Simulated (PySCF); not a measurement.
Dipole polarisabilities along group 6, charge +1

Calculated with PySCF 2.14 for the ground configurations, without spin-orbit coupling: coupled response for Hartree-Fock and DFT. Mean α in bohr³, C₆ of like pairs in atomic units.

| species | α UHF | α PBE | α PBE0 | C₆ UHF | C₆ PBE | C₆ PBE0 |
| --- | --- | --- | --- | --- | --- | --- |
| Cr⁺ [Ar] 3d5 (aug-cc-pwCVTZ-DK, spin-free X2C) | 9.249 | 14.41 | 12.36 | 33.60 | 54.03 | 45.89 |
| Mo⁺ [Kr] 4d5 (aug-cc-pwCVTZ-PP with ECP28MDF, ECP) | 18.04 | 22.35 | 20.62 | 115.1 | 146.4 | 134.0 |
| W⁺ [Xe] 4f14 5d4 6s1 (aug-cc-pwCVTZ-PP with ECP60MDF, ECP) | 44.26 | 34.99 | 36.37 | 389.4 | 299.4 | 311.8 |

The values depend on the diffuse functions of the basis.
